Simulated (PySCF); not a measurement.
Electronic absorption of C3H7ClSi

C3H7ClSi.
Structure used (GFN2-xTB), in Å, numbered top down from 1:
```xyz
12
C3H7ClSi angstrom
C      1.890    0.319   -0.827
C      1.001   -0.402   -0.166
C     -0.049    0.173    0.704
Si    -1.822   -0.066    0.002
Cl    -0.043   -0.670    2.299
H      1.921    1.393   -0.744
H      2.616   -0.133   -1.480
H      0.990   -1.480   -0.255
H      0.164    1.220    0.922
H     -2.750    0.531    0.958
H     -2.048   -1.500   -0.145
H     -1.869    0.616   -1.292
```

Method: TDDFT B3LYP/def2-SVPD, vertical, gas phase, core orbitals frozen in the response (PySCF 2.14.0, density-fitted response routines).

```
state  E (eV)  λ (nm)  ν̃ (cm⁻¹)      f  main configurations (H = HOMO, L = LUMO)
   S1    5.90   210.3      47560  0.071                    H→L (65%), H-1→L (28%)
   S2    6.36   194.9      51310  0.029      H-1→L (44%), H→L+1 (38%), H-2→L (9%)
   S3    6.57   188.8      52960  0.065                  H→L+1 (48%), H-2→L (36%)
   S4    6.88   180.1      55510  0.193     H-2→L (46%), H-1→L+1 (13%), H→L (12%)
   S5    6.97   177.8      56240  0.060   H→L+2 (64%), H→L+3 (18%), H-1→L+1 (11%)
   S6    7.15   173.3      57700  0.101                H-1→L+1 (63%), H→L+2 (14%)
   S7    7.27   170.5      58640  0.028                  H→L+3 (73%), H→L+2 (12%)
   S8    7.47   166.0      60250  0.016                 H→L+4 (79%), H-1→L+2 (9%)
```

Triplets, Tamm–Dancoff:

| state | E (eV) | λ (nm) | main configurations (H = HOMO, L = LUMO) |
| --- | --- | --- | --- |
| T1 | 4.28 | 290.0 | H→L (78%), H-1→L (9%) |
| T2 | 5.58 | 222.1 | H-1→L (59%), H→L (13%), H→L+1 (13%) |
| T3 | 6.04 | 205.4 | H-2→L (42%), H→L+1 (25%), H-1→L (18%) |

The lowest singlet comes at 210 nm (569 kJ/mol) in the ultraviolet; it is of moderate strength; its leading configuration is HOMO→LUMO (65%). The strongest level in the table is S4 at 6.88 eV (180 nm, f = 0.193). Löwdin shares by element: HOMO carbon 63%, chlorine 18% (atoms not listed hold the other 20%); LUMO carbon 61%, chlorine 19% (atoms not listed hold the other 20%). Orbital energies (eV): HOMO-3 -9.78, HOMO-2 -8.53, HOMO-1 -8.07, HOMO -7.39, LUMO -0.80, LUMO+1 -0.03, LUMO+2 0.45. Weighted by f, the mean energy of these states is 6.79 eV. The listed states span 1.57 eV, and the widest gap between neighbours is 0.46 eV (S1 to S2). The window holds the lowest 8 singlets.

One conformer stands for the species.
